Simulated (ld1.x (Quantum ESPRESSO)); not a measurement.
## Building the ultrasoft potential for iron (LDA (PZ), non-relativistic).

The input file (ld1.x (Quantum ESPRESSO) 7.5):

```
&input
   title='Fe', zed=26., rel=0, dft='PZ', iswitch=3,
   config='[Ar] 3d6 4s1.5 4p0',
   nld=3, rlderiv=2.60, eminld=-7.0, emaxld=5.0, deld=0.02
 /
 &inputp
   pseudotype=3, tm=.true., lloc=-2, rcloc=2.15,
   nlcc=.true., new_core_ps=.true., rcore=0.95,
   which_augfun='PSQ', rmatch_augfun=0.85,
   file_pseudopw='Fe.UPF', file_wfcaegen='ae.wfc', file_wfcncgen='nc.wfc', file_beta='beta', file_chi='chi', file_wfcusgen='us.wfc'
 /
6
4S  1  0   1.50   0.00  2.20  2.40  0.0
4S  1  0   0.00   4.40  2.20  2.40  0.0
3P  2  1   6.00   0.00  1.50  1.75  0.0
4P  3  1   0.00   0.00  1.50  1.75  0.0
3D  3  2   6.00   0.00  0.85  1.10  0.0
3D  3  2   0.00   0.85  0.85  1.10  0.0
 &test
   configts(1)='3p6 3d6 4s1.5 4p0'
 /
```

Command:

```bash
ld1.x < Fe.in > Fe.out
```

Output (shortened: banner, matrices, multipoles, cross overlaps and the repeated all-electron block are left out):

```
[... start of the log left out ...]
     s(3P/3P) =  1.000000  <r> =   0.8625  <r2> =    0.8789  r(max) =   0.7167
     s(3D/3D) =  1.000000  <r> =   1.1196  <r2> =    1.6762  r(max) =   0.7078
     s(4S/4S) =  1.000000  <r> =   2.8422  <r2> =    9.3019  r(max) =   2.3500
     s(4P/4P) =  1.000000  <r> =   3.7248  <r2> =   16.1798  r(max) =   3.0174

     ------------------------ End of All-electron run ------------------------

     --------------------- Generating US pseudopotential ---------------------

      Generating local potential from pseudized AE potential:
      Matching radius rcloc =   2.1500
      Enforcing V''(0)=0 (lloc=-2)

      Local pseudo, rcloc= 2.153 Estimated cut-off energy=     6.81 Ry

      Computing core charge for nlcc:

       r > 0.96 : true rho core
      Core charge pseudized with two Bessel functions
      Integrated core pseudo-charge :   2.83
      Wfc-us  4S rcutus= 2.380  Estimated cut-off energy=     7.87 Ry
      Wfc-us  4S rcutus= 2.380  Estimated cut-off energy=    18.80 Ry
      Wfc-us  3P rcutus= 1.763  Estimated cut-off energy=    28.01 Ry
      Wfc-us  4P rcutus= 1.763  Estimated cut-off energy=    53.28 Ry
      Wfc-us  3D rcutus= 1.096  Estimated cut-off energy=    94.75 Ry
      Wfc-us  3D rcutus= 1.096  Estimated cut-off energy=   104.20 Ry

     Q pseudized with Bessel functions
     Expected ecutrho=     571.6640 due to l1=  2   l2=  2

 %%%%%%%%%%%%%%%%%%%%%%%%%%%%%%%%%%%%%%%%%%%%%%%%%%%%%%%%%%%%%%%%%%%%%%%%%%%%%%
     Error in routine chargeps (1):
     negative rho
 %%%%%%%%%%%%%%%%%%%%%%%%%%%%%%%%%%%%%%%%%%%%%%%%%%%%%%%%%%%%%%%%%%%%%%%%%%%%%%

     stopping ...
```

The run stopped because the spherical valence density built from the smooth waves and the augmentation charge turned negative at some radius.

The run took about 0.07 s on one core of a shared server CPU.
